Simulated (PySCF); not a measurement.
**Excitation energy of Cu⁺ by level of theory**

Cu⁺ [Ar] 3d10 (1S) → Cu⁺ [Ar] 3d9 4p1 (high-spin determinant), as a difference of total energies. All numbers are calculated (PySCF 2.14, a scalar-relativistic core potential, in aug-cc-pVTZ-PP with one added diffuse shell each of s, p, d, f, g type with ECP10MDF (7s7p6d4f3g, 113 functions)). Correlated levels: valence: 3s2 3p6 frozen. The calculations carry no spin-orbit coupling.

```tsv
method	excitation energy (eV)
UHF	5.862
LDA	8.765
PBE	8.133
PBE0	7.775
r2SCAN	7.568
wB97X	8.325
LC-wPBE	8.327
wB97M-V	7.952
MP2 (valence)	9.048
SCS-MP2 (valence)	8.727
```

**Question.** How much does correlation contribute at MP2 (valence)?

**Answer.** 9.048 − (5.862) = 3.186 eV, measured against UHF.

The determinant of the upper state mixes LS terms, which raises its energy above the lowest term, most at the Hartree-Fock and MP2 levels.
